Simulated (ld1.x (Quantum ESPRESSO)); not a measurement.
S (Z = 16), TM: configuration errors across variants

S (Z = 16), norm-conserving Troullier–Martins (Kleinman–Bylander form), made with ld1.x (Quantum ESPRESSO) 7.5 (LDA (PZ), scalar-relativistic). Core [Ne], reference 3s2 3p4. Waves: 3s (bound): rc 1.45 bohr; 3p (bound): rc 1.75 bohr. Local part: all-electron potential smoothed inside 1.30 bohr (lloc = -2). Core correction: a·sin(br)/r model core inside 1.45 bohr.

All-electron excitation energies from the reference (eV): (1) 3s2 3p3 11.863; (2) 3s2 3p2 34.236; (3) 3s2 3p1 68.394; (4) 3s2 3p3.5 4.709; (5) 3s0 3p6 20.607; (6) 3s2 3p4.3 -1.741; (7) 3s1 3p5 10.240; (8) 3s2 3p4 spin -0.706; (9) 3s2 3p3 spin 9.898.

Spin tests fill each open shell by Hund’s rule, majority spin first.

1 further variants failed, have other tests or another functional or relativity, and are left out.

Errors AE − PS in meV (a dash: test not solved or not reliable):

```tsv
change	(1)	(2)	(3)	(4)	(5)	(6)	(7)	(8)	(9)	bound ghosts
base	+4.4	+34	+127	+0.6	+7.1	+0.4	+1.6	+51	+163	none
all radii but the core radius scaled by about 1.07 (s 1.56, p 1.88 bohr); local potential all-electron potential smoothed inside 1.40 bohr (lloc = -2)	+4.4	+34	+125	+0.6	+6.1	+0.4	+1.3	+51	+163	none
local potential the p channel	+3.2	+28	+108	+0.4	+6.5	+0.3	+1.4	+51	+162	none
type ultrasoft; waves now 3s (bound): rcut 1.25, rcutus 1.45 bohr; 3s channel at 0.9 Ry: rcut 1.25, rcutus 1.45 bohr; 3p (bound): rcut 1.50, rcutus 1.75 bohr; 3p channel at 2.8 Ry: rcut 1.50, rcutus 1.75 bohr; local potential all-electron potential smoothed inside 1.20 bohr (lloc = -1); augmentation built from norm-conserving waves at rcut, not smoothed further	+1.5	+19	+89	0.0	+5.0	+0.2	+1.0	+51	+160	none
core correction a·sin(br)/r model core inside 1.56 bohr	+4.5	+35	+132	+0.6	+8.1	+0.4	+1.8	+56	+179	none
```

Question: Give the same row for: local potential all-electron potential smoothed inside 2.04 bohr (lloc = -2).

Answer: -0.8, +3.4, +33, -0.4, +5.7, +0.2, +0.9, +51, +158; bound ghosts: none.
